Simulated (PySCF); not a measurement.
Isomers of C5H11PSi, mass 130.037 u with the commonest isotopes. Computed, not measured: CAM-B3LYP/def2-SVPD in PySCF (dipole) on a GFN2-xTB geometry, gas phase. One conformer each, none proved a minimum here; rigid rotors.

Task: Order these by radius of gyration √(Σ m r²/M), smallest first.
A. `[CH3:1][C:2]#[C:3][Si:4]([CH3:5])([CH3:6])[PH2:7]` with C3–Si4–P7–H 46° and -46°
B. `[CH3:1][C:2]1=[CH:3][CH2:4][Si@@H:5]([PH2:6])[CH2:7]1` with C4–Si5–P6–H -170° and -77°
C. `[CH2:1]=[CH:2][CH:3]([CH:4]=[CH2:5])[SiH2:6][PH2:7]` with C1–C2–C3–C4 145°, C2–C3–C4–C5 -137°, C2–C3–Si6–P7 53°, C3–Si6–P7–H 73° and 166°
D. `[CH3:1][P:2]1[CH2:3][CH:4]=[C:5]([SiH3:6])[CH2:7]1` with C1–P2–C3–C4 79°, P2–C3–C4–C5 14°, C4–C5–C7–P2 -15°, C1–P2–C7–C5 -78°
E. `[CH:1]#[C:2][CH2:3][P:4]([CH3:5])[SiH2:6][CH3:7]` with C2–C3–P4–C5 -55°, C3–P4–Si6–C7 55°
F. `[PH2:1][Si@@H:2]1[CH2:3][CH2:4][C:5]12[CH2:6][CH2:7]2` with H–P1–Si2–C3 162° and 70°

Result: E (2.008 Å), F (2.049 Å), D (2.084 Å), B (2.169 Å), C (2.197 Å), A (2.328 Å).

Task: Order these by rotational constant C, smallest first.
A. `[CH3:1][P:2]1[CH2:3][CH:4]=[C:5]([SiH3:6])[CH2:7]1` with C1–P2–C3–C4 79°, P2–C3–C4–C5 14°, C4–C5–C7–P2 -15°, C1–P2–C7–C5 -78°
B. `[CH:1]#[C:2][CH2:3][P:4]([CH3:5])[SiH2:6][CH3:7]` with C2–C3–P4–C5 -55°, C3–P4–Si6–C7 55°
C. `[CH3:1][C:2]1=[CH:3][CH2:4][Si@@H:5]([PH2:6])[CH2:7]1` with C4–Si5–P6–H -170° and -77°
D. `[CH2:1]=[CH:2][CH:3]([CH:4]=[CH2:5])[SiH2:6][PH2:7]` with C1–C2–C3–C4 145°, C2–C3–C4–C5 -137°, C2–C3–Si6–P7 53°, C3–Si6–P7–H 73° and 166°
E. `[CH3:1][C:2]#[C:3][Si:4]([CH3:5])([CH3:6])[PH2:7]` with C3–Si4–P7–H 46° and -46°
F. `[PH2:1][Si@@H:2]1[CH2:3][CH2:4][C:5]12[CH2:6][CH2:7]2` with H–P1–Si2–C3 162° and 70°

Result: E (816.7 MHz), D (842.8 MHz), C (881.7 MHz), A (984.3 MHz), F (1006 MHz), B (1126 MHz).

Task: Order these by out-of-plane moment Σ m c² = (Ia + Ib − Ic)/2, largest first.
A. `[PH2:1][Si@@H:2]1[CH2:3][CH2:4][C:5]12[CH2:6][CH2:7]2` with H–P1–Si2–C3 162° and 70°
B. `[CH:1]#[C:2][CH2:3][P:4]([SiH3:5])[CH2:6][CH3:7]` with C2–C3–P4–Si5 170°, C3–P4–C6–C7 173°
C. `[CH:1]#[C:2][CH2:3][P:4]([CH3:5])[SiH2:6][CH3:7]` with C2–C3–P4–C5 -55°, C3–P4–Si6–C7 55°
D. `[CH3:1][C:2]1=[CH:3][CH2:4][Si@@H:5]([PH2:6])[CH2:7]1` with C4–Si5–P6–H -170° and -77°
E. `[CH2:1]=[CH:2][Si@H:3]([PH2:4])[CH:5]1[CH2:6][CH2:7]1` with C1–C2–Si3–P4 -128°, C2–Si3–P4–H 169° and 76°, C2–Si3–C5–C6 -26°
F. `[CH3:1][C:2]#[C:3][Si:4]([CH3:5])([CH3:6])[PH2:7]` with C3–Si4–P7–H 46° and -46°
G. `[CH3:1][P:2]1[CH2:3][CH:4]=[C:5]([SiH3:6])[CH2:7]1` with C1–P2–C3–C4 79°, P2–C3–C4–C5 14°, C4–C5–C7–P2 -15°, C1–P2–C7–C5 -78°
H. `[CH2:1]=[CH:2][CH:3]([CH:4]=[CH2:5])[SiH2:6][PH2:7]` with C1–C2–C3–C4 145°, C2–C3–C4–C5 -137°, C2–C3–Si6–P7 53°, C3–Si6–P7–H 73° and 166°
I. `[CH2:1]=[CH:2][Si:3]1([PH2:4])[CH2:5][CH2:6][CH2:7]1` with C1–C2–Si3–P4 1°, C2–Si3–P4–H -48° and 45°, C2–Si3–C5–C6 100°, Si3–C5–C6–C7 13°, C5–C6–C7–Si3 -13°, C2–Si3–C7–C6 -100°

Result: F (86.07 u·Å²), C (75.51 u·Å²), G (51.52 u·Å²), I (48.81 u·Å²), A (43.12 u·Å²), D (38.38 u·Å²), E (34.79 u·Å²), H (27.85 u·Å²), B (25.90 u·Å²).

```json
{"SMILES": "CP1CC=C([SiH3])C1", "point group": "C1", "Ia (u·Å²)": "143.55", "Ib (u·Å²)": "472.93", "Ic (u·Å²)": "513.45", "κ": "-0.93", "μa (D)": "0.31", "μb (D)": "0.41", "μc (D)": "0.74"}
{"SMILES": "CC1=CC[Si@@H](P)C1", "point group": "C1", "Ia (u·Å²)": "138.76", "Ib (u·Å²)": "511.20", "Ic (u·Å²)": "573.20", "κ": "-0.92", "μa (D)": "0.42", "μb (D)": "0.02", "μc (D)": "0.58"}
{"SMILES": "P[Si@@H]1CCC12CC2", "point group": "C1", "Ia (u·Å²)": "189.37", "Ib (u·Å²)": "399.47", "Ic (u·Å²)": "502.59", "κ": "-0.69", "μa (D)": "0.82", "μb (D)": "0.19", "μc (D)": "0.11"}
{"SMILES": "CC#C[Si](C)(C)P", "point group": "Cs", "Ia (u·Å²)": "239.19", "Ib (u·Å²)": "551.79", "Ic (u·Å²)": "618.83", "κ": "-0.85", "μa (D)": "1.83", "μb (D)": "0.43", "μc (D)": "0.00"}
{"SMILES": "C#CCP(C)[SiH2]C", "point group": "C1", "Ia (u·Å²)": "267.73", "Ib (u·Å²)": "332.17", "Ic (u·Å²)": "448.87", "κ": "0.04", "μa (D)": "0.36", "μb (D)": "0.58", "μc (D)": "0.15"}
{"SMILES": "C=C[Si@H](P)C1CC1", "point group": "C1", "Ia (u·Å²)": "272.19", "Ib (u·Å²)": "381.24", "Ic (u·Å²)": "583.85", "κ": "-0.07", "μa (D)": "0.84", "μb (D)": "0.42", "μc (D)": "0.35"}
{"SMILES": "C=CC(C=C)[SiH2]P", "point group": "C1", "Ia (u·Å²)": "202.14", "Ib (u·Å²)": "453.22", "Ic (u·Å²)": "599.64", "κ": "-0.67", "μa (D)": "0.34", "μb (D)": "0.40", "μc (D)": "0.24"}
{"SMILES": "C=C[Si]1(P)CCC1", "point group": "–", "Ia (u·Å²)": "245.60", "Ib (u·Å²)": "355.34", "Ic (u·Å²)": "503.32", "κ": "-0.21", "μa (D)": "0.27", "μb (D)": "1.09", "μc (D)": "0.01"}
{"SMILES": "C#CCP([SiH3])CC", "point group": "C1", "Ia (u·Å²)": "214.10", "Ib (u·Å²)": "434.54", "Ic (u·Å²)": "596.85", "κ": "-0.58", "μa (D)": "0.29", "μb (D)": "0.34", "μc (D)": "1.07"}
```
